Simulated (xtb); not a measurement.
Input file for xtb: GFN2-xTB on ClHSSn (SMILES [SH][Sn][Cl]), a point of a torsion scan.

```
$ xtb mol.xyz --gfn 2 --sp --chrg 0 --uhf 0
4

S     -1.43529612     0.47355825     0.45237803
Sn     0.89486571     0.91918677    -0.26275293
Cl     0.64170382     3.12359975    -1.09176484
H     -1.64444053    -0.57966521    -0.33219106
```

Question: What total energy does the run end on?

Answer: -10.5301 hartree.
